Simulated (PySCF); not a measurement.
**Static response to an electric field**

N-formylmorpholine, C5H9NO2.
Geometry (GFN2-xTB, Å), atoms numbered from 1 in this order:
```
atom  x, y, z in Å
O1     2.6955   -1.1589    0.3124
C2     2.1096   -0.1167    0.1454
N3     0.8607    0.0031   -0.3331
C4     0.0487   -1.1637   -0.6117
C5    -1.1814   -1.1439    0.3009
O6    -1.8989    0.0637    0.1603
C7    -1.0977    1.1743    0.4842
C8     0.1381    1.2474   -0.4249
H9     2.5655    0.8685    0.3602
H10   -0.2687   -1.1385   -1.6598
H11    0.6575   -2.0500   -0.4288
H12   -0.8607   -1.2680    1.3463
H13   -1.8749   -1.9434    0.0369
H14   -0.7711    1.1099    1.5342
H15   -1.7270    2.0560    0.3540
H16    0.7838    2.0740   -0.1248
H17   -0.1862    1.3982   -1.4615
```

Level: wB97X-D/def2-SVPD (PySCF), static field, nuclei fixed, core orbitals frozen in the response. The polarisability tensor in these axes (au):

```
x   81.83 -3.98  3.60
y   -3.98 76.08 -0.03
z    3.60 -0.03 60.31
```

**Question.** Give the principal values, the mean and the anisotropy Δα = √{½[(α1 − α2)² + (α2 − α3)² + (α1 − α3)²]}.

**Answer.** Principal values 59.70, 74.22 and 84.30 au; mean 72.74 au = 10.78 Å³ = 11.99 × 10⁻⁴⁰ C²·m²/J; Δα = 21.42 au (29 % of the mean).

**Question.** What is the dipole moment, and where does it point?

**Answer.** (-1.93, 2.42, -0.49) D, 3.14 D in size, pointing from the negative to the positive side. Measured along this direction, the outermost atoms are O1 at the negative end and H15 at the positive end.

**Question.** What molar refraction does this α imply?

**Answer.** Lorentz–Lorenz: R = (4π/3)N_A α = 2.5225 cm³/(mol·Å³) × 10.78 Å³ = 27.2 cm³/mol, in the limit of long wavelengths.

**Question.** What are the principal values of the traceless quadrupole moment, Θ = ½Σq(3rr − r²1), about the centre of nuclear charge?

**Answer.** -20.21, 5.96, 14.25 D·Å. The values depend on the origin, since the dipole doesn't vanish. The electronic extent ⟨r²⟩ about the same centre is 942 bohr², a root-mean-square distance of 2.06 Å for the 62 electrons.

**Question.** In TDDFT the mean static polarisability is Σ f/ω² over all singlet excitations (ω in hartree). How much of it do the 8 lowest give? Their energies (eV) and oscillator strengths: 5.84, 0.0012; 6.85, 0.2168; 7.22, 0.0320; 7.61, 0.0515; 7.79, 0.0149; 7.89, 0.0653; 8.00, 0.0160; 8.20, 0.0249.

**Answer.** They add up to 5.98 au, 8.2 % of the 72.74 au; the largest single term is 3.42 au, from the state at 6.85 eV. Terms in order: 0.03, 3.42, 0.45, 0.66, 0.18, 0.78, 0.18, 0.27 au. Higher excitations give the rest. The strengths listed sum to 0.423.

**Question.** What depolarisation ratio follows for Rayleigh scattering of linearly polarised light, taking the static tensor?

**Answer.** ρ = 3Δα²/(45ᾱ² + 4Δα²) = 1377.0/(238101 + 1836.0) = 0.00574.

Geometry: GFN2-xTB, one conformer, isolated molecule.

These values come from a run that also computed excited states. Hardware: one thread of an Arm Neoverse V1 (shared host). Cost: 71 s of wall time.
